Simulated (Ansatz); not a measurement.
Cost and result for the atomization energy of Cl2F4In2 (`[F][In@-]1([Cl])[F+][In@@-]([F])([Cl])[F+]1`) (8 atoms, 8 bonds).

Charge 0, multiplicity 1. Correlated methods include outer-core shells of In, which these sets cover unevenly. In: def2 effective core potential. Geometry: relaxed with PBE0-D4/def2-TZVP. Program: Ansatz. Hardware: A = 2 threads of a server CPU on a shared host; B = 2 threads of an AMD EPYC 7R13 on a shared host and a share of an NVIDIA H100 80 GB. Times are those of one run each, without the atoms' runs, and a repeat can differ threefold. Electronic energies, without spin–orbit coupling; frozen cores. CCSD(T)/CBS adds CCSD(T) − MP2 in def2-TZVPP to the MP2 limit, and its time is that of the two runs behind it. T1 = 0.015. With those shells the extrapolation isn't a true limit. B3LYP takes the VWN-RPA correlation (the form of Gaussian; ORCA's B3LYP/G). HSE06 is the plane-wave form, built on full-range PBE exchange.

CCSD(T)/CBS is a level of theory with its own doubt, some kJ/mol a heavy atom from the limit and from the frozen cores, so smaller differences don't rank the functionals.

| level | functions | wall time |
| --- | --- | --- |
| CCSD(T)/def2-SVP [B] | 144 | 2.3 s |
| MP2/def2-QZVPP [B] | 532 | 3.8 s |
| LDA (SPW92)/def2-TZVPP [A] | 308 | 4.1 s |
| revPBE-D4/def2-TZVPP [A] | 308 | 6 s |
| BLYP-D4/def2-TZVPP [A] | 308 | 7 s |
| CCSD(T)/def2-TZVPP [B] | 308 | 9.5 s |
| PBE0-D4/def2-TZVPP [A] | 308 | 13 s |
| CCSD(T)/CBS(def2) | – | 13 s |
| BHLYP-D4/def2-TZVPP [A] | 308 | 14 s |
| HSE06-D4/def2-TZVPP [A] | 308 | 15 s |
| PBE-QIDH/def2-TZVPP [A] | 308 | 22 s |
| B3LYP-D4/def2-TZVPP (with forces) [A] | 308 | 23 s |
| ωB97X-V/def2-TZVPP [A] | 308 | 28 s |

Q: What atomization energy does each give, and how far from CCSD(T)/CBS? (An estimate is asked.)

A: Computed: 
```tsv
level	atomization (kcal/mol)	difference from CCSD(T)/CBS	per bond
CCSD(T)/def2-SVP [B]	560.1	-49.4	-6.2
MP2/def2-QZVPP [B]	632.1	22.6	2.8
LDA (SPW92)/def2-TZVPP [A]	702.6	93.1	11.6
revPBE-D4/def2-TZVPP [A]	576.2	-33.3	-4.2
BLYP-D4/def2-TZVPP [A]	580.3	-29.2	-3.6
CCSD(T)/def2-TZVPP [B]	579.8	-29.7	-3.7
PBE0-D4/def2-TZVPP [A]	582.2	-27.3	-3.4
CCSD(T)/CBS(def2)	609.5	0.0	0.0
BHLYP-D4/def2-TZVPP [A]	549.5	-60.0	-7.5
HSE06-D4/def2-TZVPP [A]	582.2	-27.3	-3.4
PBE-QIDH/def2-TZVPP [A]	587.3	-22.2	-2.8
B3LYP-D4/def2-TZVPP (with forces) [A]	573.6	-35.9	-4.5
ωB97X-V/def2-TZVPP [A]	602.5	-7.0	-0.9
```

From BLYP to BHLYP (50 % exact exchange), in def2-TZVPP and without D4, the atomization energy moves by −28.2 kcal/mol: exact exchange takes away binding that semilocal exchange gives to molecules. The D4 term adds +9.7 kcal/mol with B3LYP and +5.3 kcal/mol with PBE0; it sums over pairs of atoms, weighted by their polarisabilities, and B3LYP, whose exchange is more repulsive, gets the larger term. In def2-TZVPP, CCSD(T) changes the Hartree–Fock value by +168.4 kcal/mol (the triples alone add +16.3 kcal/mol) and MP2 by +202.1 kcal/mol; breaking electron pairs costs correlation energy, which Hartree–Fock lacks.

Spin–orbit coupling would lower the free In atoms strongly, and the atomization energy with them, by more than many differences here.
